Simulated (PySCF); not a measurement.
Electrostatic solvation of a mixed set.

Computed with PySCF at CAM-B3LYP/def2-SVPD, non-relativistic, each on one gas-phase PBE0-D3(BJ)/def2-SVP geometry that isn't relaxed in the solvent. The solvent is an IEF-PCM continuum (van der Waals radii × 1.2). Specific hydrogen bonds and non-electrostatic terms are outside this model.

Question: Order them by E(solvent) − E(gas) in chloroform (ε = 4.711), most negative first (kcal/mol).
A. `[CH3:1][C@H:2]1[CH2:3][CH2:4][S:5](=[O:6])(=[O:7])[O:8]1` with C1–C2–C3–C4 79°, C2–C3–C4–S5 28°, C3–C4–S5–O6 105°, C4–S5–O8–C2 -21° (1,3-butanesultone)
B. `[CH2:1]=[CH:2][S:3](=[O:4])(=[O:5])[CH:6]=[CH2:7]` with C1–C2–S3–O4 135°, C2–S3–C6–C7 -112°
C. TMS-CHClF, `C[Si](C)(C)[C@H](F)Cl`
D. `[CH2:1]=[CH:2][CH2:3][O:4][S:5]([CH3:6])(=[O:7])=[O:8]` with C1–C2–C3–O4 -116°, C2–C3–O4–S5 69°, C3–O4–S5–C6 152° (allyl methanesulfonate)

Answer: A (-8.2), B (-7.3), D (-7.1), C (-2.7).

```tsv
SMILES	charge	ΔE (kcal/mol)	polarisation term (kcal/mol)	HOMO shift (eV)	dipole gas (D)	dipole solvent (D)	atoms	lowest singlet, gas (eV)	lowest singlet, solvent (eV)
C[C@H]1CCS(=O)(=O)O1	0	-8.2	-9.6	-0.07	6.07	7.41	16	7.90	7.94
C=CS(=O)(=O)C=C	0	-7.3	-8.4	+0.04	4.76	5.82	13	5.78	6.02
C=CCOS(C)(=O)=O	0	-7.1	-7.9	+0.04	2.94	3.69	16	7.29	7.14
C[Si](C)(C)[C@H](F)Cl	0	-2.7	-3.0	+0.02	2.56	3.12	17	6.83	6.82
```

The polarisation term is half the interaction of the solute with the induced surface charges. Singlets are vertical TDDFT energies (frozen core, non-equilibrium response), the lowest in each medium.
